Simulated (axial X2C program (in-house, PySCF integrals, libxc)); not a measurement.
# ZnGa along the bond: PW91, spin-free

All values were computed with an in-house all-electron X2C program for linear molecules (integrals from PySCF). Spin-free means the one-electron spin-free X2C Hamiltonian. Basis: Ga dyall-cv3z [9s9p7d4f1g], Zn dyall-cv3z [9s10p6d3f2g] (cores contracted in-house); Gaussian nuclei, density fitting, unrestricted open shells. Masses: Ga 68.926 u, Zn 63.929 u.

State: M_S = 1/2, Λ = 1 (beyond evenly filled blocks: π+α). Dipoles are positive if Zn is the positive end.

```
R (Å)  μ (D)  HOMO (eV)  LUMO (eV)   ⟨S²⟩
2.339  0.338      -3.39      -3.39  0.752
2.446  0.320      -3.31      -3.31  0.752
2.527  0.307      -3.26      -3.26  0.752
2.607  0.296      -3.22      -3.22  0.752
2.688  0.286      -3.18      -3.18  0.752
2.782  0.276      -3.13      -3.13  0.752
2.876  0.269      -3.10      -3.10  0.752
2.997  0.262      -3.06      -3.06  0.752
3.145  0.256      -3.02      -3.02  0.752
3.360  0.248      -2.98      -2.98  0.751
```

The minimum lies at 2.621 Å. What is the dipole moment there, and its slope?

At PW91, spin-free, with the sign and origin stated: μ = 0.29 D, dμ/dR = -0.13 D/Å.

Occupations by symmetry block were frozen at the best pattern of an incomplete PBE0 search. PBE0 can misorder states that lie within some tenths of an eV, so this need not be the ground state of the molecule. The nearest other spin-free determinant of the search, M_S = 1/2, Λ = 0, lies 0.30 eV up at the distance of the search. The functionals have no current-density term, which raises determinants with orbital currents, atoms included. A filled and an empty partner (Λ and −Λ, same spin) share one energy because the functional has no current term.
